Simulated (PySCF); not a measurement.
Unknown compound

An unknown has the formula C7H12. Its calculated NMR data are:

1H NMR (500 MHz, computed): δ 6.19 (m, 1H), 5.73 (m, 1H), 5.69 (m, 1H), 5.35 (m, 1H), 5.21 (m, 1H), 2.96 (m, 2H), 2.19 (m, 2H), 1.02 (t, 3H).

13C{1H} NMR (computed): δ 146.7 (CH), 138.2 (CH), 133.9 (CH), 120.0 (CH2), 39.2 (CH2), 25.6 (CH2), 16.8 (CH3).

Theory: σ from GIAO-PBE0/pcSseg-1, coordinates at the GFN2-xTB level, in PySCF 2.14.0 with density-fitted response routines (one computed conformer, rapidly exchanging positions averaged, non-relativistic Hamiltonian, isolated molecule).

Shifts are taken against calculated references (same method and geometry level): 1H (σ = 31.72 ppm), 13C (σ = 186.93 ppm) against TMS.

Problem. Which candidate is it?
A. C=CC/C(C)=C/C
B. C1CCC2(C1)CC2
C. C=CC/C=C\CC
D. C=CCC1CCC1
E. C=CCC=C(C)C
F. C=C(/C=C/C)CC

Solution. C. 

1. Rings plus π bonds: 2 (no ring in the answer).
2. 7 carbon signals for 7 carbons: no two carbons are equivalent.
3. Carbon types of the structure: 3 × CH, 3 × CH2, 1 × CH3, which accounts for all hydrogens.
4. δC 146.7, 138.2, 133.9: alkene CH; an sp2 carbon of a C=C bond.
5. δC 120.0: terminal =CH2 carbon; an sp2 carbon of a C=C bond.
6. δC 16.8: methyl carbon; aliphatic region, no heteroatom directly attached.
7. δH 6.19, 5.73, 5.69: hydrogen on an alkene CH; attached to an sp2 carbon and in the plane of the double bond.
8. δH 5.35, 5.21: hydrogen on a terminal =CH2 carbon; olefinic region.

The others: C=CCC=C(C)C would give 7 signals for carbon-bound and other non-exchanging H, not 8; C=C(/C=C/C)CC would give 7 signals for carbon-bound and other non-exchanging H, not 8; C=CCC1CCC1 would give 6 carbon signals, not 7; C1CCC2(C1)CC2 would give 4 carbon signals, not 7; C=CC/C(C)=C/C would give 7 signals for carbon-bound and other non-exchanging H, not 8.

Shifts are as computed. Against solution values, carbons near 30 ppm lie about +3 ppm off and those near 130 ppm about +5 ppm. Of 1211 compounds with measured shifts, 218 miss one by over three times the rms of a fit or turn the order of signals round; such compounds aren't used in these exercises. Multiplicities follow the n + 1 count of equivalent neighbours, as no J values were calculated; m marks all less simple cases, F and P coupling included.
